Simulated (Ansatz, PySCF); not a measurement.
Stepwise substitution at one centre (Ge OH-SH). Gas-phase values, no solvent. One relaxed conformer stands for each flexible species; it need not be the lowest. Strings in code marks are SMILES.

Quantity: redistribution energy (mixed species minus the weighted end members), in kcal/mol.

Level 1: frozen-core MP2/cc-pVTZ // B3LYP-D3(BJ)/def2-TZVP (Ansatz, a quantum-chemistry and plane-wave program)
Level 2: B3LYP/6-31G* // B3LYP-D3(BJ)/def2-TZVP (PySCF)
Level 3: M06-2X/6-31G* // B3LYP-D3(BJ)/def2-TZVP (PySCF)
Level 4: PBE/6-31G* // B3LYP-D3(BJ)/def2-TZVP (PySCF)

| species | level 1 | level 2 | level 3 | level 4 |
|---|---|---|---|---|
| 2 of 4 OH replaced by SH: `[SH][Ge]([OH])([OH])[SH]` | … | -0.20 | 0.62 | -0.53 |
| 3 of 4 OH replaced by SH: `[SH][Ge]([OH])([SH])[SH]` | 0.78 | -0.91 | -0.08 | … |
| 1 of 4 OH replaced by SH: `[OH][Ge]([SH])([OH])[OH]` | … | -0.21 | 0.43 | -0.51 |

Q: Complete the blanks.

A: 
- 2 of 4 OH replaced by SH: `[SH][Ge]([OH])([OH])[SH]`, level 1: 2.01
- 3 of 4 OH replaced by SH: `[SH][Ge]([OH])([SH])[SH]`, level 4: -1.25
- 1 of 4 OH replaced by SH: `[OH][Ge]([SH])([OH])[OH]`, level 1: 1.52
